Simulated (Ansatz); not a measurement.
Geometry optimisation, RKS BLYP-D4/def2-SVP in Ansatz 0.2.0.

The input (input.yaml):

```yaml
crystal:
  periodic: [false, false, false]
  atoms:
    - { symbol: O, position_ang: [-0.5724, 1.0331, 0.9051] }
    - { symbol: C, position_ang: [0.2142, 0.2045, 0.2033] }
    - { symbol: Te, position_ang: [2.2873, 0.4482, 0.3341] }
    - { symbol: C, position_ang: [-0.2112, -0.7611, -0.5468] }
    - { symbol: S, position_ang: [-2.0512, -1.0236, -0.717] }
    - { symbol: H, position_ang: [-0.2368, 1.8388, 1.4597] }
    - { symbol: H, position_ang: [2.3219, 1.5082, -1.0226] }
    - { symbol: H, position_ang: [0.417, -1.4241, -1.081] }
    - { symbol: H, position_ang: [-2.0801, -1.8703, 0.448] }
basis:
  gaussian: { orbitals: def2-SVP }
hamiltonian:
  xc: blyp
  dispersion: d4
relax:
  f_tol: 0.015
  max_steps: 40
```

Command:

```bash
$ ansatz run input.yaml --threads 2 --pin off --max-ram 3072MiB --backend cpu --events-out ev --progress --plain --runs-dir out
```

Task: Where does it end, and by what steps?

Result: The forces met the threshold. The force dipped under the threshold on the way, but the program's further checks kept it going. After 16 steps the energy has fallen by 0.771 eV; H9 moved furthest, 1.21 Å.

```tsv
step	energy less start (eV)	largest force component (eV/Å)	accepted
0	0.0000	3.348	yes
1	-0.4865	1.248	yes
2	-0.5804	0.316	yes
3	-0.5875	0.377	yes
4	-0.6192	0.299	yes
5	-0.6305	1.072	yes
6	-0.6995	0.371	yes
7	-0.7352	0.237	yes
8	-0.7464	0.178	yes
9	-0.7409	0.689	no
10	-0.7600	0.065	yes
11	-0.7659	0.194	yes
12	-0.7635	0.141	no
13	-0.7699	0.043	yes
14	-0.7686	0.140	no
15	-0.7707	0.010	yes
16	-0.7707	0.012	yes
```

```xyz
9
Properties=species:S:1:pos:R:3
O -0.615 0.864 0.852
C 0.245 0.072 0.126
Te 2.349 0.561 0.144
C -0.204 -1.014 -0.552
S -1.880 -1.613 -0.530
H -0.093 1.370 1.506
H 2.150 1.999 -0.737
H 0.471 -1.595 -1.192
H -2.334 -0.690 0.366
```

Time of the run: 32 s on 2 threads of Intel(R) Xeon(R) CPU @ 2.60GHz (Ice Lake), on a shared host, peak memory 0.17 GiB.
